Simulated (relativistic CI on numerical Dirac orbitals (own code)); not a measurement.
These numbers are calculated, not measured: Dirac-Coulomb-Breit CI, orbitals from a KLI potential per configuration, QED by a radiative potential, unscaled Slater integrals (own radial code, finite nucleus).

The strongest absorption lines from the ground level of an ion, among the configurations computed and to levels below about 16200 eV (vacuum wavelength in Å, gf): 0.9608 (0.65), 1.0982 (1.3), 1.0987 (1.6), 1.0989 (0.64), 1.1184 (0.69), 1.2593 (1.7), 1.2641 (2.2), 1.2643 (2.6).

(1) Which ion is it?
A. Os LXVIII
B. Gd LVI
C. Os LXVI
D. Yb LXII

## Answers

(1) A. Os LXVIII has 9 electrons and the ground level 2s2 2p5 2P°_3/2; the strongest line goes to 2s2 2p4 3d 2D_5/2. The pattern of lines fixes the number of electrons, and along that sequence the line energies rise steadily with the charge (about as its square where n changes within one kind of shell, about linearly where n is kept but much faster in heavy ions where fine structure, which grows about as Z⁴, sets the gap, and irregularly where shells cross), which fixes Z. Configurations outside the model, such as inner-shell arrays, can give stronger lines. At this charge energies of transitions that change n are usually good to better than 1 %, and those within a shell (Δn = 0) to a few per cent.

LS names give the leading component of a level, which can be under half, so a name can repeat, a term be missing and a line seem to break the LS rules.
